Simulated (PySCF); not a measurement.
Worked example: entropy of an ideal gas

CH2I, SMILES [CH2]I (connectivity only; charge and spin as stated), charge +1, multiplicity 1.

Coordinates come from a PBE0-D3(BJ)/def2-TZVP optimisation. The multiplicity is an assumed one; other spin states were not compared. The isomer is the one that the SMILES or the coordinates give; other isomers of the formula were not compared. The def2 effective core potentials stand for the cores of I; spin–orbit coupling is left out.

PBE0-D3(BJ)/def2-TZVP in PySCF gives the harmonic wavenumbers 780, 886, 1020, 1414, 3124, 3263 cm⁻¹ and the rotational temperatures 13.5192, 0.4708, 0.4549 K. The molar mass is 140.93 g/mol, the symmetry number 2, the spin multiplicity 1.

Question: Work out the entropy at 298.15 K and 1 atm in the rigid-rotor, harmonic-oscillator model.

Answer: 
Translation (Sackur–Tetrode at 1 atm): S = R[1.5 ln M + 2.5 ln T − 1.16487] = 170.5 J/(mol K).
Rotation: q = (√π/σ) T^1.5/√(θA θB θC) = 2680, S = R[ln q + 3/2] = 78.1 J/(mol K).
Vibration: with u = 1.4388 ν/T, each mode gives R[u/(e^u − 1) − ln(1 − e^−u)]:
```tsv
ν (cm⁻¹)	modes	u	S (J/(mol K))
780	1	3.76	0.94
886	1	4.28	0.62
1020	1	4.92	0.36
1414	1	6.82	0.07
```
The stiffer modes add less than 0.005 each. Sum 2.0 J/(mol K).
Spin: R ln 1 = 0.0 J/(mol K).
Total 250.6 J/(mol K); the program's own thermochemistry gives 250.6. Translation makes up 68 % and vibration 1 %. Anharmonicity, hindered rotation and orbital degeneracy are left out.
